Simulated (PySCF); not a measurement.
I: ionisation energy

I [Kr] 4d10 5s2 5p5 (2P) → I⁺ [Kr] 4d10 5s2 5p4 (3P), as a difference of total energies. Calculation: PySCF 2.14, in def2-TZVP with the def2 core potential (28 electrons); scalar relativity through the core potential. Correlated levels: valence: 4s2 4p6 4d10 frozen. The calculations carry no spin-orbit coupling.

```tsv
method	ionisation energy (eV)
UHF	9.551
r2SCAN	10.538
LDA	10.791
MP2 (valence)	10.254
SCS-MP2 (valence)	10.252
CCSD (valence)	10.272
CCSD(T) (valence)	10.304
```

Errors of the correlated levels include the incompleteness of this basis and the frozen core.

Q: Which method comes closest to the reference value, and which is furthest?

A: The reference is 10.519 eV (measured; NIST levels, between the centres of gravity of the two terms). Closest: r2SCAN (error 0.019 eV); furthest: UHF (error -0.968 eV).
